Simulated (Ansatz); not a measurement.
Program: Ansatz. Geometries: PBE0-D4/def2-TZVP. ΔE: electronic, gas phase. CCSD(T)/CBS is the MP2 limit (def2-TZVPP, def2-QZVPP) plus CCSD(T) − MP2 in def2-TZVPP, frozen cores. DFT in def2-TZVPP. B3LYP here is the variant with VWN-RPA as its local correlation; programs differ in this. For Ge outer-core shells are correlated without core-valence functions, which leaves a few kJ/mol of doubt a bond. Scalar relativity is left out up to krypton. One conformer a species, not always the lowest.

`CS[SiH2][SiH2]S` + GeH₄ → `CS[SiH2][GeH3]` + `[SiH3]S`  (formal exchange of groups at the Si–Si bond)

Problem. Is it downhill or uphill in electronic energy at CCSD(T)/CBS, and by how much? (Best estimate.)

Solution. Ansatz gave: Downhill: ΔE = -9.8 kJ/mol.

Problem. What do these levels give: PBE-D4, PBE0-D4, ωB97M-V, PBE, PBE0, B3LYP, HF/def2-TZVPP, MP2/def2-TZVPP, SCS-MP2/def2-QZVPP, HF/CBS(def2), MP2/CBS(def2), CCSD/CBS(def2)? (Best estimate.)

Solution. Ansatz gave: PBE-D4 -0.4, PBE0-D4 -3.1, ωB97M-V -10.1, PBE -6.7, PBE0 -8.9, B3LYP -16.9, HF/def2-TZVPP -25.3, MP2/def2-TZVPP -10.2, SCS-MP2/def2-QZVPP -13.1, HF/CBS(def2) -25.3, MP2/CBS(def2) -9.4, CCSD/CBS(def2) -13.4 kJ/mol.

Largest T1 diagnostic among the species: 0.012.

In def2-TZVPP, CCSD(T) changes the Hartree–Fock value by +14.7 kJ/mol (the triples alone add +3.5 kJ/mol) and MP2 by +15.1 kJ/mol. The D4 term adds +10.1 kJ/mol with B3LYP and +5.8 kJ/mol with PBE0; it sums over pairs of atoms, weighted by their polarisabilities, and B3LYP, whose exchange is more repulsive, gets the larger term.
